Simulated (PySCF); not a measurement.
[Bi(OH)2]+ at several levels of theory

Computed with PySCF 2.14.0 (density fitting, no spin-orbit coupling) at the geometry relaxed with PBE0:

```xyz
5
[Bi(OH)2]+ (singlet)
Bi    0.0000    0.0000   -0.4828
O     1.4069   -0.0358    0.9599
H     2.3444   -0.0629    0.7037
O    -1.4069    0.0358    0.9599
H    -2.3444    0.0629    0.7037
```

```csv
level,basis,state,HOMO (eV),gap (eV),charge on Bi1 (e),dipole about the centre of mass (D),largest force component (eV/Å)
PBE0,"Bi def2-SVP with ECP60, O def2-SVP, H def2-SVP",singlet,-14.44,5.17,1.36,3.41,0.01
BLYP,the same,singlet,-12.84,3.06,1.23,2.76,1.50
PBE0,"Bi def2-TZVP with ECP60, O def2-TZVP, H def2-TZVP",singlet,-14.61,5.27,1.37,3.37,1.29
```

Charges are Mulliken's, which hang on the basis. The relaxation used the grid (50, 194), these runs (75, 302) or, all-electron (x2c bases, spin-free X2C Hamiltonian), (99, 590).

(1) What does revPBE with Bi def2-SVP with ECP60, O def2-SVP, H def2-SVP give here?

Results:

(1) state singlet, HOMO (eV) -12.92, gap (eV) 3.14, charge on Bi1 (e) 1.25, dipole about the centre of mass (D) 2.83, largest force component (eV/Å) 1.40. Time: 1.7 s on 2 threads of Arm Neoverse V2, with other jobs on the host, from an already converged density.
